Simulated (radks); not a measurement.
Results of a calculation; reference values are marked as such.
Species: Pd X. Configuration: [Kr] 4d1. Code: a radial shooting solver on a logarithmic mesh with Libxc functionals. Model: Dirac Kohn-Sham, PBEsol, spin-unpolarised, spherical densities, finite nucleus; open shells are shared between the two j in proportion to 2j + 1; Fermi nuclear charge, rms radius 4.5318 fm. Some entries of the table are withheld. Estimate them.

orbital  occ.  eigenvalue (eV)  r(max) (bohr)  <r^2> (bohr^2)
1s1/2       2        -24311.68        0.02066        0.001372
2s1/2       2        -3699.366         0.1170         0.02251
2p1/2       2        -3444.707        0.09053         0.01686
2p3/2       4        -3285.466        0.09470         0.01819
3s1/2       2        -806.5347         0.3417          0.1640
3p1/2       2        -706.1418         0.3281             (1)
3p3/2       4        -678.2011         0.3378             (2)
3d3/2       4        -500.7066         0.2797          0.1492
3d5/2       6        -495.1058         0.2825          0.1520
4s1/2       2        -243.6225         0.8307          0.8958
4p1/2       2        -210.3197         0.8603          0.9859
4p3/2       4        -204.8368         0.8810           1.031
4d3/2     0.4        -150.8118         0.9541             (3)
4d5/2     0.6        -149.9088         0.9606             (4)
5s1/2       0              (5)            (6)           3.547
5p1/2       0         -96.8590          1.859           4.029
5p3/2       0         -95.2199          1.893           4.163

Answer. 
(1) 3p1/2 <r^2> (bohr^2): 0.1595
(2) 3p3/2 <r^2> (bohr^2): 0.1686
(3) 4d3/2 <r^2> (bohr^2): 1.287
(4) 4d5/2 <r^2> (bohr^2): 1.303
(5) 5s1/2 eigenvalue (eV): -108.8323
(6) 5s1/2 r(max) (bohr): 1.744
